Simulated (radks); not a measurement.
Hf3+, configuration [Xe] 4f14 5d1. Calculated with a radial shooting solver on a logarithmic mesh with Libxc functionals: scalar-relativistic Kohn-Sham, BLYP, spin-polarised, spherical densities, finite nucleus; open shells are filled with parallel spins first (spin-orbit coupling, left out, can overturn this in heavy ions); Fermi nuclear charge, rms radius 5.347 fm.

Unscreened Slater integrals over Kohn-Sham orbitals (eV). They are taken over the spin-up orbitals.

F0(5d,5d): 12.640
F2(5d,5d): 6.5953
F4(5d,5d): 4.3455
F0(5d,4f): 16.240
F2(5d,4f): 3.7763
F4(5d,4f): 1.7947
G1(5d,4f): 1.6665
G3(5d,4f): 1.3633
G5(5d,4f): 1.0403
F0(5d,5p): 14.677
F2(5d,5p): 7.0330
G1(5d,5p): 8.2242
G3(5d,5p): 5.0587
F0(5d,5s): 15.254
G2(5d,5s): 5.0871
F0(4f,4f): 37.535
F2(4f,4f): 17.780
F4(4f,4f): 11.144
F6(4f,4f): 8.0142
F0(4f,5p): 22.439
F2(4f,5p): 7.3384
G2(4f,5p): 3.5701
G4(4f,5p): 2.7933
F0(4f,5s): 25.437
G3(4f,5s): 4.3706
F0(5p,5p): 18.482
F2(5p,5p): 9.9586
F0(5p,5s): 19.835
G1(5p,5s): 13.195
F0(5s,5s): 21.631

Derived for the open shells (J is the average intra-shell exchange parameter used in DFT+U). 5d: Racah B = F2/49 - 5 F4/441 = 0.08533 eV, C = 35 F4/441 = 0.3449 eV, C/B = 4.04, F4/F2 = 0.659, J = (F2 + F4)/14 = 0.7815 eV.
